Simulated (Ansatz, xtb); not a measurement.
## A geometry optimisation of CH2BOZn with r2SCAN-D4/def2-SVP

The starting geometry of this gas-phase doublet was built from a drawn formula by distance geometry and a force field; its bonds are those of `O[C@@H]1[B][Zn]1`.

```xyz
6

C    -0.9960   -0.7022   -0.0347
B    -1.9317   -0.0990    1.0302
O    -1.5990   -0.6257   -1.2986
Zn   -0.0514    0.6410    0.6320
H    -0.8351   -0.4404   -1.9520
H    -0.8105   -1.7413    0.1915
```

Where would you expect an optimisation with r2SCAN-D4/def2-SVP to take it?

A bond breaks, giving a structure given below by its coordinates. Contacts that open: C1–Zn4 (1.77 → 3.43 Å).

The energy falls by 2.36 eV over 18 steps:

```csv
step,E − E(last) (eV)
1,2.359
3,0.896
5,0.535
7,0.348
9,0.204
10,0.108
12,0.016
14,0.002
16,0.000
18,0.000
```

Final geometry (Å):

```xyz
6

C    -1.0942   -0.8101   -0.3526
B    -0.7737    0.0140    0.7654
O    -1.3384   -0.5113   -1.6627
Zn   -0.3483    1.5501    2.0279
H    -1.5244   -1.3293   -2.1375
H    -1.1447   -1.8811   -0.0720
```

From the same start GFN2-xTB reaches the same bonding as this run.

The end wasn't checked by frequencies. Open shells are spin-unrestricted. Run with Ansatz 0.2.0, 2.1 min on 2 threads of Arm Neoverse V2 (shared host).
